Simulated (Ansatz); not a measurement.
CH4BClO2, SMILES COB(O)Cl.

The structure is a stationary point at PBE0-D3(BJ)/def2-SVP. One conformer was computed; it need not be the lowest.

Two levels are set side by side: PBE/def2-SVPD (Ansatz, an electronic-structure program) and CAM-B3LYP/def2-SVPD (Ansatz). Energy differences of separate SCF runs at the same geometry; the states with an electron removed or added have multiplicity 2 and 2. Differences are taken from unrounded values.

```json
[
 {"quantity": "vertical ionisation energy (eV)", "CAM-B3LYP": "11.30"},
 {"quantity": "vertical singlet–triplet gap (eV)", "CAM-B3LYP": "8.00"}
]
```

Q: What does PBE give, and how far is it from CAM-B3LYP? (Estimate from the structure and the level; the computed values follow.)

A: 
| quantity | PBE | PBE minus CAM-B3LYP |
|---|---|---|
| vertical ionisation energy (eV) | 10.57 | -0.72 |
| vertical singlet–triplet gap (eV) | 7.09 | -0.91 |
